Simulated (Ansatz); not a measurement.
Cost and result for the atomization energy of `N#[C][SnH]([F])[F]` (6 atoms, 5 bonds).

Total charge 0; spin multiplicity 1. Correlated methods include outer-core shells of Sn, which these sets cover unevenly. Sn takes the def2 core potential. The structure was optimised at the PBE0-D4/def2-TZVP level. Program: Ansatz. All runs use 2 threads of a server CPU on a shared host. Times are those of one run each, without the atoms' runs, and a repeat can differ threefold. Electronic energies, without spin–orbit coupling; frozen cores. CCSD(T)/CBS adds CCSD(T) − MP2 in def2-TZVPP to the MP2 limit, and its time is that of the two runs behind it. T1 = 0.015. With those shells the extrapolation isn't a true limit. B3LYP takes the VWN-RPA correlation (the form of Gaussian; ORCA's B3LYP/G).

CCSD(T)/CBS is a level of theory with its own doubt, some kJ/mol a heavy atom from the limit and from the frozen cores, so smaller differences don't rank the functionals.

```tsv
level	functions	wall time
LDA (SPW92)/def2-TZVPP	188	1.4 s
revPBE-D4/def2-TZVPP	188	2.4 s
BLYP-D4/def2-TZVPP	188	2.6 s
PBE-D4/def2-TZVPP (with forces)	188	3 s
CAM-B3LYP-D4/def2-TZVPP	188	3.5 s
r2SCAN-D4/def2-TZVPP (with forces)	188	5.5 s
B3LYP-D4/def2-TZVPP (with forces)	188	5.5 s
PBE-QIDH/def2-TZVPP	188	6.5 s
CCSD(T)/def2-SVP	87	6.5 s
ωB97X-V/def2-TZVPP	188	9 s
MP2/def2-QZVPP	340	17 s
CCSD(T)/def2-TZVPP	188	2.3 min
CCSD(T)/CBS(def2)	–	2.6 min
```

What atomization energy does each give, and how far from CCSD(T)/CBS? (An estimate is asked.)

Ansatz gave: 
| level | atomization (kJ/mol) | difference from CCSD(T)/CBS | per bond |
| --- | --- | --- | --- |
| LDA (SPW92)/def2-TZVPP | 2671.3 | 388.0 | 77.6 |
| revPBE-D4/def2-TZVPP | 2260.3 | -23.0 | -4.6 |
| BLYP-D4/def2-TZVPP | 2295.4 | 12.1 | 2.4 |
| PBE-D4/def2-TZVPP (with forces) | 2350.0 | 66.7 | 13.3 |
| CAM-B3LYP-D4/def2-TZVPP | 2264.2 | -19.1 | -3.8 |
| r2SCAN-D4/def2-TZVPP (with forces) | 2247.2 | -36.1 | -7.2 |
| B3LYP-D4/def2-TZVPP (with forces) | 2241.5 | -41.8 | -8.4 |
| PBE-QIDH/def2-TZVPP | 2213.3 | -70.0 | -14.0 |
| CCSD(T)/def2-SVP | 2075.9 | -207.4 | -41.5 |
| ωB97X-V/def2-TZVPP | 2278.3 | -5.0 | -1.0 |
| MP2/def2-QZVPP | 2346.7 | 63.4 | 12.7 |
| CCSD(T)/def2-TZVPP | 2190.6 | -92.7 | -18.5 |
| CCSD(T)/CBS(def2) | 2283.3 | 0.0 | 0.0 |

From r2SCAN to r2SCAN0 (25 % exact exchange), in def2-TZVPP and without D4, the atomization energy moves by −101.3 kJ/mol: exact exchange takes away binding that semilocal exchange gives to molecules. At CCSD(T), def2-SVP lies −207.4 kJ/mol from the extrapolated value and def2-TZVPP −92.7 kJ/mol: correlation converges slowly with the basis, and small sets miss more of it in the bonded molecule than in its fragments. Leaving LDA and LC-ωPBE aside and taking each functional with its dispersion term where it has one, the values, not all of them listed here, spread over 249.5 kJ/mol, from BHLYP-D4 to PBE-D4. LDA lies +333.2 kJ/mol from PBE without D4, its usual overbinding.

Spin–orbit coupling would lower the free Sn atoms strongly, and the atomization energy with them, by more than many differences here. For some Ge, Se and Sn compounds the MP2-based and the directly extrapolated limit differ by 10 to 25 kJ/mol.
